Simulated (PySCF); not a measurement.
## Exercise with solution: refractive index and permittivity of the vapour

ZrH3, SMILES [ZrH3] (connectivity only; charge and spin as stated), neutral, multiplicity 2.

Coordinates come from a B3LYP-D3(BJ)/def2-TZVPD optimisation. A frequency run showed that this geometry is not a minimum. The multiplicity is an assumed one; other spin states were not compared. The def2 effective core potentials stand for the cores of Zr; spin–orbit coupling is left out.

CAM-B3LYP/def2-TZVPD (PySCF) gives a mean static polarisability of 60.6 bohr³ and a dipole moment of 0.00 D. Take an ideal gas at 298.15 K and 1 bar, whether or not the substance is that volatile.

Task: Work out n − 1 in the optical limit and the static ε − 1.

Result: 
Polarisability volume α' = 60.6 × 0.148185 = 8.98 Å³. Number density N = p/kT = 2.43e-5 Å⁻³.
Dilute limit of Lorentz–Lorenz: n − 1 = 2π N α' = 0.0014.
Orientation term of Debye: μ²/(3kT) = 8.098 Å³ × μ²(D²) = 0.00 Å³.
ε − 1 = 4π N (α' + μ²/3kT) = 0.0027. With no permanent dipole, ε equals n² in this model. Vibrational polarisation and dispersion are left out.
